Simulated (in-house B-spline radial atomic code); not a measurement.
## Ionising the technetium ion Tc⁺ with different functionals

Computed with a radial B-spline atomic code at the basis-set limit: four-component Dirac-Coulomb Hamiltonian, Fermi nucleus of rms radius 4.41117 fm, spin-restricted, spherical fractional occupations for the functionals, and exact exchange of hybrids averaged over the configuration. The ionisation energy is the difference of two self-consistent energies, [Kr] 4d5 5s1 → [Kr] 4d5, without Breit or QED terms; ε is the level of the shell that loses the electron (mean over j).

```
   method                    rung  ΔSCF (eV)  -ε(5s) (eV)
    B97-1           global hybrid      14.64        11.97
     PBE0           global hybrid          ?            ?
    B3LYP           global hybrid      14.95        12.18
CAM-B3LYP  range-separated hybrid          ?            ?
```

**Question.** What does PBE0 give?

**Answer.** ΔSCF 14.64 eV, and -ε(5s) = 12.13 eV.

**Question.** What does CAM-B3LYP give?

**Answer.** ΔSCF 14.85 eV, and -ε(5s) = 13.43 eV.

**Question.** Among the functionals, which spreads more, the ΔSCF values or the orbital energies?

**Answer.** The orbital energies: ΔSCF values span about 0.32 eV and the orbital energies 1.46 eV; here energy differences depend much less on the functional than eigenvalues do.

**Question.** How do they compare with the NIST value?

**Answer.** NIST lists 15.260 eV (semi-empirical, ground level to ground level). Errors run from -0.62 to -0.31 eV; B3LYP is closest (-0.31 eV), but part of that can be cancellation, since the calculations leave out Breit-QED terms, spin polarisation, the choice among j levels, multiplet and fine-structure energies.
